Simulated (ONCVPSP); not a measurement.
## Plane-wave convergence, ONCV potential for gallium (Ga)

ONCVPSP 4.0.1 input, shortened (lines: element, Z, core and valence counts, functional; n l f; lmax; l rc ep ncon nbas qcut; lloc lpopt rc5 dvloc0; l nproj debl; icmod fcfact rcfact), PBE, scalar-relativistic:

```
  Ga 31.00    6    2        4      upf
    1    0    2.00
    2    0    2.00
    2    1    6.00
    3    0    2.00
    3    1    6.00
    3    2   10.00
    4    0    2.00
    4    1    1.00
    1
    0    1.65    0.00    5    8    3.70
    1    2.10    0.00    3    6    4.10
    0    5    1.65    0.00
    0    0    3.30
    1    2    3.10
    0    0.00    0.00
```

For each optimised wave give the share of its norm inside rc, the residual kinetic energy above qcut (Ha) and the cutoffs (Ha) for errors of 10, 1, 0.1 and 0.01 mHa per electron.

```json
{"wave": "4s", "norm inside rc": "0.230", "residual KE": "1.7e-03", "10 mHa": "4.6", "1 mHa": "10.4", "0.1 mHa": "52.0", "0.01 mHa": "62.7"}
{"wave": "4p", "norm inside rc": "0.189", "residual KE": "3.6e-05", "10 mHa": "1.4", "1 mHa": "3.9", "0.1 mHa": "7.3", "0.01 mHa": "18.4"}
{"wave": "p projector 2", "norm inside rc": "0.151", "residual KE": "7.4e-03", "10 mHa": "8.1", "1 mHa": "12.9", "0.1 mHa": "31.1", "0.01 mHa": "39.9"}
```

The occupied waves need 10 Ha and 52 Ha for 1 and 0.1 mHa. Note: no bound ghost flagged; GHOST(+) flagged for p at 129.7 eV.
